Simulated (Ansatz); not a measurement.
Gas-phase electronic energies from Ansatz, PBE0-D4/def2-TZVP geometries. CBS: MP2 limit from def2 TZ/QZ plus the TZ coupled-cluster correction, frozen cores. DFT in def2-TZVPP. B3LYP here is the variant with VWN-RPA as its local correlation; programs differ in this. Each species was taken in one conformer, which may not be the lowest.

Consider the formal exchange of groups at a C–C bond: `CC(C)CC(C)C(C)C` + `C[SiH2]P` → `CC[SiH2]P` + `CCCC(C)C(C)C`.

`CC(C)CC(C)C(C)C`:

Z-matrix (Å, degrees):
```
C
C 1 1.522
H 1 1.095 2 110.7
H 1 1.092 2 112.1 3 -120.5
H 1 1.093 2 110.8 3 119.3
C 2 1.527 1 112.8 3 61.3
C 2 1.521 1 110.5 3 -62.9
H 2 1.099 1 107.8 3 179.4
C 6 1.537 2 115.0 1 61.2
H 6 1.096 2 107.7 1 -176.5
H 6 1.098 2 108.6 1 -62.6
H 7 1.095 2 110.6 1 62.6
H 7 1.093 2 111.4 1 -57.0
H 7 1.093 2 111.4 1 -177.7
C 9 1.524 6 110.9 2 131.0
C 9 1.541 6 112.3 2 -101.7
H 9 1.098 6 107.2 2 14.7
H 15 1.093 9 111.3 6 57.9
H 15 1.093 9 112.3 6 179.0
H 15 1.093 9 110.3 6 -61.2
C 16 1.523 9 113.1 6 -73.9
C 16 1.522 9 111.9 6 160.6
H 16 1.096 9 106.5 6 43.8
H 21 1.093 16 111.3 9 -69.1
H 21 1.093 16 112.1 9 51.6
H 21 1.093 16 110.5 9 171.7
H 22 1.094 16 111.5 9 64.4
H 22 1.093 16 111.0 9 -176.1
H 22 1.094 16 111.3 9 -56.0
```

`C[SiH2]P`:

Cartesian coordinates in Å:
```
C 0.985 0.780 -0.866
Si 0.219 -0.618 0.114
P -1.980 -0.199 0.417
H 2.040 0.576 -1.065
H 0.920 1.721 -0.316
H 0.474 0.907 -1.822
H 0.942 -0.800 1.403
H 0.308 -1.896 -0.645
H -2.153 -1.251 1.357
H -1.755 0.779 1.423
```

`CC[SiH2]P`:

Cartesian coordinates in Å:
```
C -0.306 -0.038 -1.683
C 0.296 -0.971 -0.637
Si -0.025 -0.433 1.133
P 0.875 1.612 1.472
H -0.126 -0.403 -2.697
H 0.123 0.966 -1.618
H -1.387 0.061 -1.556
H 1.380 -1.053 -0.774
H -0.103 -1.985 -0.753
H -1.489 -0.451 1.412
H 0.643 -1.358 2.090
H 0.312 1.748 2.768
H -0.194 2.305 0.842
```

`CCCC(C)C(C)C`:

Cartesian coordinates in Å:
```
C -1.101 2.977 -1.585
C -0.457 1.602 -1.624
C -0.309 0.988 -0.240
C 0.409 -0.359 -0.210
C -0.399 -1.440 -0.918
C 0.815 -0.748 1.223
C 1.802 -1.907 1.244
C -0.370 -1.044 2.133
H -2.101 2.931 -1.146
H -0.510 3.672 -0.982
H -1.197 3.405 -2.586
H 0.531 1.670 -2.094
H -1.053 0.944 -2.263
H -1.304 0.886 0.211
H 0.240 1.694 0.397
H 1.350 -0.232 -0.765
H -1.390 -1.550 -0.470
H -0.542 -1.198 -1.973
H 0.098 -2.412 -0.877
H 1.335 0.127 1.635
H 2.176 -2.080 2.256
H 1.337 -2.838 0.908
H 2.662 -1.710 0.597
H -0.029 -1.229 3.155
H -0.911 -1.936 1.805
H -1.080 -0.215 2.169
```

(1) Is it downhill or uphill in electronic energy at CCSD(T)/CBS, and by how much? (An estimate is asked.)

(2) What do these levels give: B3LYP-D4, ωB97X-V, revPBE, CCSD/def2-TZVPP, HF/def2-QZVPP, MP2/def2-QZVPP? (An estimate is asked.)

Largest T1 diagnostic among the species: 0.012.

Answers

(1) Computed: Uphill: ΔE = +8.2 kJ/mol.

(2) Computed: B3LYP-D4 4.9, ωB97X-V 7.7, revPBE -1.0, CCSD/def2-TZVPP 8.0, HF/def2-QZVPP -0.6, MP2/def2-QZVPP 10.2 kJ/mol.

Leaving LDA and LC-ωPBE aside and taking each functional with its dispersion term where it has one, the values, not all of them listed here, spread over 5.2 kJ/mol, from B2PLYP to B97M-V. LDA lies +7.2 kJ/mol from PBE without D4. In def2-TZVPP, CCSD(T) changes the Hartree–Fock value by +9.9 kJ/mol (the triples alone add +1.4 kJ/mol) and MP2 by +11.4 kJ/mol.
